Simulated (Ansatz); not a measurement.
`[NH2][Zr]([NH2])([NH2])[OH]` + HCl → `[NH2][Zr]([NH2])([NH2])[Cl]` + H₂O  (ligand exchange at a Zr–O bond)

Computed with Ansatz on PBE0-D4/def2-TZVP structures; ΔE is electronic, products minus reactants. CBS: MP2 limit from def2 TZ/QZ plus the TZ coupled-cluster correction, frozen cores. This one scheme is used for every species. Functionals use def2-TZVPP. Elements past krypton have def2 core potentials. For Zr outer-core shells are correlated without core-valence functions, which leaves a few kJ/mol of doubt a bond. One conformer a species, not always the lowest.

```
         level  ΔE (kJ/mol)  difference from CCSD(T)/CBS
       BLYP-D4        -47.1                          5.3
     r2SCAN-D4        -55.0                         -2.6
    r2SCANh-D4        -56.1                         -3.7
      BHLYP-D4        -54.5                         -2.1
      PBE-QIDH        -56.8                         -4.4
          BLYP        -45.3                          7.1
       r2SCAN0        -57.1                         -4.7
   HF/def2-SVP        -52.8                         -0.4
MP2/def2-TZVPP        -53.5                         -1.1
  HF/CBS(def2)        -55.3                         -2.9
   CCSD(T)/CBS        -52.4                            0
```

Largest T1 diagnostic among the species: 0.016.

From PBE to PBE0 (25 % exact exchange), in def2-TZVPP and without D4, ΔE moves by −4.1 kJ/mol. At CCSD(T), def2-SVP lies +13.0 kJ/mol from the extrapolated value and def2-TZVPP +2.1 kJ/mol.

CCSD(T)/CBS has its own doubt, a few kJ/mol and more with outer-core shells, so smaller differences from it don't rank the levels.
